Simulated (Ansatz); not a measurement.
Isolated molecules relaxed with PBE0-D4/def2-TZVP in Ansatz; ΔE leaves out vibrations. CCSD(T)/CBS adds triple-zeta CCSD(T) − MP2 to the extrapolated MP2 energy (def2 sets, frozen cores). Functionals use def2-TZVPP. Elements past krypton have def2 core potentials. For Ga, Zr outer-core shells are correlated without core-valence functions, which leaves a few kJ/mol of doubt a bond. Scalar relativity is left out up to krypton. One conformer a species, not always the lowest.

`CC[N](C)[Zr]([OH])([OH])[OH]` + `C[NH][GaH][CH3]` → `C[NH][Zr]([OH])([OH])[OH]` + `CC[N](C)[GaH][CH3]`  (redistribution)

```json
{"level": "BHLYP-D4", "ΔE (kJ/mol)": "2.7"}
{"level": "r2SCANh", "ΔE (kJ/mol)": "2.8"}
```

**Question.** What does CCSD(T)/CBS give? (Best estimate.)

**Answer.** The calculation gave: +3.2 kJ/mol. The listed levels differ from it by -0.5, -0.4 kJ/mol.

Largest T1 diagnostic among the species: 0.016.

Leaving LDA and LC-ωPBE aside and taking each functional with its dispersion term where it has one, the values, not all of them listed here, spread over 1.4 kJ/mol, from BLYP-D4 to PBE-QIDH. In def2-TZVPP, CCSD(T) changes the Hartree–Fock value by +3.1 kJ/mol (the triples alone add +0.9 kJ/mol) and MP2 by +3.9 kJ/mol.

CCSD(T)/CBS has its own doubt, a few kJ/mol and more with outer-core shells, so smaller differences from it don't rank the levels.
